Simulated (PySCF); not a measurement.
# Exact mass, isotope pattern and composition

Species: `O=S(=O)(O)[C@@]12C=C[C@H]3[C@@H]1[C@H]32`.

Calculated for natural abundance.

(1) Molar mass and exact mass?

(2) What cluster does the molecular ion M+• show when like nominal masses merge?

(3) Which m/z would the protonated, sodiated and deprotonated molecule have?

(4) Give the mass fraction of each element.

(5) Which singly substituted isotopologues are there?

Answers

(1) For C6H6O3S, with standard atomic weights, 3 × 15.999 + 1 × 32.060 + 6 × 12.011 + 6 × 1.008 = 158.171 g/mol. From the most abundant isotopes (16O, 32S, 12C, 1H), 3 × 15.994915 + 1 × 31.972071 + 6 × 12.000000 + 6 × 1.007825 = 158.0038 u.

(2) 
```json
{"nominal mass": "158", "m/z (centroid)": "158.0032", "relative intensity": "100.0"}
{"nominal mass": "159", "m/z (centroid)": "159.0062", "relative intensity": "7.5"}
{"nominal mass": "160", "m/z (centroid)": "160.0004", "relative intensity": "5.4"}
{"nominal mass": "161", "m/z (centroid)": "161.0036", "relative intensity": "0.4"}
```

Cut off at 0.1 %. One electron mass, 0.00055 u, is taken off.

(3) [M+H]+ 159.0110, [M+Na]+ 180.9930, [M−H]− 156.9965, for the monoisotopic species (arithmetic only; whether such ions form is another matter).

(4) O 30.35 %, S 20.27 %, C 45.56 %, H 3.82 %.

(5) Intensity in % of the monoisotopic species:

```
isotope  mass shift (u)       m/z  intensity (%)
    33S        +0.99939  159.0026           0.80
    13C        +1.00335  159.0066           6.49
    17O        +1.00422  159.0074           0.11
     2H        +1.00628  159.0095           0.07
    34S        +1.99580  159.9990           4.52
    18O        +2.00425  160.0075           0.62
    36S        +3.99501  161.9982           0.02
```

Species under 0.02 % are left out.
